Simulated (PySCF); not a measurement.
1,2-dichlorocyclobutene (C₄H₄Cl₂), SMILES ClC1=C(Cl)CC1. Atoms are numbered in the order given.

```xyz
10

Cl    -1.8672     0.0000     0.9726
C     -0.6722     0.0000    -0.2566
C      0.6722     0.0000    -0.2566
Cl     1.8672     0.0000     0.9726
C      0.7859     0.0000    -1.7655
C     -0.7859     0.0000    -1.7655
H      1.2475     0.9002    -2.2011
H      1.2475    -0.9002    -2.2011
H     -1.2475    -0.9002    -2.2011
H     -1.2475     0.9002    -2.2011
```

Coordinates come from a B3LYP-D3(BJ)/def2-SVP optimisation.

Calculation: PBE/def2-TZVP (PySCF).

ESP charges are fitted to the potential on shells at 1.4 to 2.0 van der Waals radii. Atomic charges (e):

```csv
atom,ESP fit,Löwdin
Cl1,-0.07,0.42
C2,0.03,-0.49
C3,0.03,-0.49
Cl4,-0.07,0.42
C5,-0.19,-0.20
C6,-0.19,-0.20
H7,0.11,0.14
H8,0.11,0.14
H9,0.11,0.14
H10,0.11,0.14
```

Computed Mayer and Wiberg (Löwdin basis) orders of the bonds:
```csv
bond,Mayer,Wiberg
Cl1–C2,1.18,1.80
C2–C3,1.60,1.83
C3–Cl4,1.18,1.80
C3–C5,1.05,1.18
C2–C6,1.05,1.18
C5–C6,1.08,1.11
C5–H7,0.91,0.86
C5–H8,0.91,0.86
C6–H9,0.91,0.86
C6–H10,0.91,0.86
```
